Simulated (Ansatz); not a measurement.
The same path of a periodic cell of 17 atoms, K₁₆H (host K, host structure bcc, interstitial H) was run twice with different band settings. Lost on the way: K3–H17. Made: K2–H17.

These are results of Ansatz 0.2.0, DFT PBEsol, scalar-relativistic, plane waves, PAW, not measurements. Settings: cutoff 420 eV, k mesh 2x2x2, fermi-dirac smearing 0.1 eV, no spin polarisation.

Relaxed end points:

```xyz
17
Lattice="10.4600 0.0000 0.0000 0.0000 10.4600 0.0000 0.0000 0.0000 10.4600" Properties=species:S:1:pos:R:3
K -0.034 -0.368 0.000
K 5.451 0.158 0.000
K -0.032 5.601 0.000
K 0.122 -0.165 5.231
K 2.495 2.616 2.447
K 5.450 5.080 0.000
K 5.035 0.100 5.231
K 8.051 2.617 2.701
K 0.123 5.401 5.231
K 2.656 7.845 2.243
K 2.495 2.616 8.014
K 5.035 5.135 5.231
K 7.627 7.849 2.765
K 8.051 2.617 7.760
K 2.655 7.845 8.218
K 7.627 7.849 7.695
H 1.302 7.845 0.002
```

```xyz
17
Lattice="10.4600 0.0000 0.0000 0.0000 10.4600 0.0000 0.0000 0.0000 10.4600" Properties=species:S:1:pos:R:3
K 0.370 0.029 0.000
K 4.859 0.029 0.000
K -0.149 5.014 0.001
K 0.163 -0.119 5.232
K 2.614 2.829 2.763
K 5.378 5.014 0.001
K 5.066 -0.119 5.232
K 7.844 2.416 2.704
K -0.092 5.424 5.231
K 2.615 7.812 2.245
K 2.614 2.830 7.698
K 5.321 5.424 5.231
K 7.844 7.963 2.453
K 7.844 2.417 7.759
K 2.615 7.814 8.216
K 7.844 7.962 8.009
H 2.613 9.154 0.008
```

Common settings: climbing image yes; force threshold 0.05 eV/Å; end points relaxed.

| run | movable images | spring | optimiser | start path | iteration limit | theory |
| --- | --- | --- | --- | --- | --- | --- |
| 1 | 7 | 2.0 eV/Å² | lbfgs | IDPP | 61 | DFT PBEsol, scalar-relativistic, plane waves, PAW cutoff 420 eV, k mesh 2x2x2, fermi-dirac smearing 0.1 eV, no spin polarisation |
| 2 | 3 | 5.0 eV/Å² | quadratic models (default) | default | 50 | DFT PBEsol, scalar-relativistic, plane waves, PAW cutoff 300 eV, k mesh 2x2x2, fermi-dirac smearing 0.1 eV, no spin polarisation |

Q: What does each run give, and how far can it be trusted?

A: Run 1: converged after 11 iterations, highest image 0.064 eV above the first end. By the program's own check the climbing image is a first-order saddle point (lowest curvatures found: -0.12 and 0.05 eV/Å²).
Run 2: converged after 8 iterations, highest image 0.064 eV above the first end. The order of the stationary point at the top wasn't checked. The plane-wave cutoff is below what these datasets need, so energies and pressures aren't converged.
Limits of this set-up: coarse k mesh, odd electron count without spin.
